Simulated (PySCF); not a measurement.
C2H8N2Si, SMILES C(/C)=N\[SiH2]N. Atoms are numbered in the order given.

```xyz
13

C      2.5052    -1.3252     0.5351
C      1.3058    -0.4306     0.6632
N      0.5314    -0.1472    -0.3129
Si    -0.8937     0.8967    -0.1611
N     -2.3854     0.1448    -0.6469
H      2.4258    -2.1826     1.2381
H      2.6028    -1.6976    -0.5019
H      3.4272    -0.7752     0.8234
H      1.1430    -0.0239     1.7023
H     -1.0716     1.3436     1.2742
H     -0.6559     2.0579    -1.0815
H     -2.4782    -0.1358    -1.6275
H     -2.7689    -0.5881    -0.0435
```

Coordinates come from a PBE-D3(BJ)/def2-SVP optimisation. The structure was generated by enumeration; whether it is a known compound was not checked. One conformer was computed; it need not be the lowest.

Level of theory: PBE-D3(BJ)/def2-SVP in PySCF.

Frequencies are harmonic and unscaled.

```json
[
 {"mode": "1", "ν (cm⁻¹)": "81", "IR (km/mol)": "3.1", "moving atoms (share of kinetic energy)": "N 48 %, H 36 %, C 10 %"},
 {"mode": "2", "ν (cm⁻¹)": "121", "IR (km/mol)": "4.9", "moving atoms (share of kinetic energy)": "H 42 %, N 31 %, C 21 %"},
 {"mode": "3", "ν (cm⁻¹)": "165", "IR (km/mol)": "4.1", "moving atoms (share of kinetic energy)": "H 70 %, N 17 %, C 10 %"},
 {"mode": "4", "ν (cm⁻¹)": "188", "IR (km/mol)": "1.1", "moving atoms (share of kinetic energy)": "H 57 %, C 36 %"},
 {"mode": "5", "ν (cm⁻¹)": "235", "IR (km/mol)": "17.6", "moving atoms (share of kinetic energy)": "H 78 %, N 11 %"},
 {"mode": "6", "ν (cm⁻¹)": "304", "IR (km/mol)": "27.2", "moving atoms (share of kinetic energy)": "N 50 %, H 27 %, Si 12 %, C 11 %"},
 {"mode": "7", "ν (cm⁻¹)": "409", "IR (km/mol)": "30.1", "moving atoms (share of kinetic energy)": "C 40 %, H 35 %, Si 18 %"},
 {"mode": "8", "ν (cm⁻¹)": "461", "IR (km/mol)": "184.8", "moving atoms (share of kinetic energy)": "H 57 %, N 30 %"},
 {"mode": "9", "ν (cm⁻¹)": "549", "IR (km/mol)": "44.7", "moving atoms (share of kinetic energy)": "H 80 %, Si 14 %"},
 {"mode": "10", "ν (cm⁻¹)": "700", "IR (km/mol)": "81.7", "moving atoms (share of kinetic energy)": "H 41 %, N 34 %, Si 16 %, C 10 %"},
 {"mode": "11", "ν (cm⁻¹)": "755", "IR (km/mol)": "22.3", "moving atoms (share of kinetic energy)": "H 78 %, N 16 %"},
 {"mode": "12", "ν (cm⁻¹)": "809", "IR (km/mol)": "26.9", "moving atoms (share of kinetic energy)": "H 86 %, C 9 %"},
 {"mode": "13", "ν (cm⁻¹)": "827", "IR (km/mol)": "15.7", "moving atoms (share of kinetic energy)": "N 43 %, H 37 %, Si 19 %"},
 {"mode": "14", "ν (cm⁻¹)": "883", "IR (km/mol)": "245.5", "moving atoms (share of kinetic energy)": "H 83 %, Si 9 %"},
 {"mode": "15", "ν (cm⁻¹)": "889", "IR (km/mol)": "62.1", "moving atoms (share of kinetic energy)": "H 78 %, N 13 %"},
 {"mode": "16", "ν (cm⁻¹)": "891", "IR (km/mol)": "103.9", "moving atoms (share of kinetic energy)": "H 78 %, Si 13 %"},
 {"mode": "17", "ν (cm⁻¹)": "945", "IR (km/mol)": "56.2", "moving atoms (share of kinetic energy)": "H 38 %, C 32 %, N 21 %, Si 10 %"},
 {"mode": "18", "ν (cm⁻¹)": "1050", "IR (km/mol)": "0.0", "moving atoms (share of kinetic energy)": "H 55 %, C 43 %"},
 {"mode": "19", "ν (cm⁻¹)": "1094", "IR (km/mol)": "11.7", "moving atoms (share of kinetic energy)": "C 57 %, H 40 %"},
 {"mode": "20", "ν (cm⁻¹)": "1309", "IR (km/mol)": "10.0", "moving atoms (share of kinetic energy)": "H 77 %, C 23 %"},
 {"mode": "21", "ν (cm⁻¹)": "1351", "IR (km/mol)": "9.6", "moving atoms (share of kinetic energy)": "H 80 %, C 13 %"},
 {"mode": "22", "ν (cm⁻¹)": "1383", "IR (km/mol)": "22.9", "moving atoms (share of kinetic energy)": "H 94 %"},
 {"mode": "23", "ν (cm⁻¹)": "1396", "IR (km/mol)": "9.5", "moving atoms (share of kinetic energy)": "H 96 %"},
 {"mode": "24", "ν (cm⁻¹)": "1500", "IR (km/mol)": "31.4", "moving atoms (share of kinetic energy)": "H 90 %, N 10 %"},
 {"mode": "25", "ν (cm⁻¹)": "1713", "IR (km/mol)": "252.9", "moving atoms (share of kinetic energy)": "C 57 %, N 40 %"},
 {"mode": "26", "ν (cm⁻¹)": "2110", "IR (km/mol)": "139.5", "moving atoms (share of kinetic energy)": "H 97 %"},
 {"mode": "27", "ν (cm⁻¹)": "2184", "IR (km/mol)": "118.9", "moving atoms (share of kinetic energy)": "H 97 %"},
 {"mode": "28", "ν (cm⁻¹)": "2818", "IR (km/mol)": "88.1", "moving atoms (share of kinetic energy)": "H 92 %"},
 {"mode": "29", "ν (cm⁻¹)": "2960", "IR (km/mol)": "7.8", "moving atoms (share of kinetic energy)": "H 97 %"},
 {"mode": "30", "ν (cm⁻¹)": "3034", "IR (km/mol)": "5.8", "moving atoms (share of kinetic energy)": "H 91 %, C 9 %"},
 {"mode": "31", "ν (cm⁻¹)": "3095", "IR (km/mol)": "6.0", "moving atoms (share of kinetic energy)": "H 90 %, C 10 %"},
 {"mode": "32", "ν (cm⁻¹)": "3479", "IR (km/mol)": "19.3", "moving atoms (share of kinetic energy)": "H 96 %"},
 {"mode": "33", "ν (cm⁻¹)": "3572", "IR (km/mol)": "21.3", "moving atoms (share of kinetic energy)": "H 91 %, N 9 %"}
]
```
